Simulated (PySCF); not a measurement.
# Diatomic anions of N with group 14

PBE0 with triple-zeta basis sets in PySCF, for the lowest determinant that a PBE0 search found; no spin–orbit coupling. De refers to high-spin ground-configuration atoms (the charge goes to the atom of lower measured ionisation energy or higher electron affinity, which is not always the lowest computed limit). A positive dipole points towards N; it is taken about the centre of mass and depends on that origin.

```csv
M,basis,charged atom,state (unpaired electrons),Re (Å),ωe (cm⁻¹),De (eV),μ (D)
C,def2-TZVPPD,C−,singlet (closed shell),1.170,2163,10.47,0.65
Si,def2-TZVPPD,Si−,singlet (closed shell),1.578,1212,5.96,-2.56
Ge,def2-TZVPPD,Ge−,singlet (closed shell),1.668,1013,n/a,-3.93
Sn,def2-TZVPPD,Sn−,singlet (closed shell),1.868,848,3.47,-4.74
```

The shortest bond is that of CN⁻ (1.170 Å), the longest that of SnN⁻ (1.868 Å).

Relativity is treated differently too: C no relativity; Si no relativity; Ge no relativity; Sn scalar-relativistic core potentials.

De is n/a where a free atom or ion gave no sound limit at this level.

Down a group bonds as a rule get longer and wavenumbers fall, partly through the reduced mass; this series shows no clear exception.

Spin–orbit coupling is left out, which matters for elements this heavy, above all for dissociation energies. For an ion De counts to the pair picked by the measured ionisation energies or electron affinities, which need not be the lowest pair at this level.
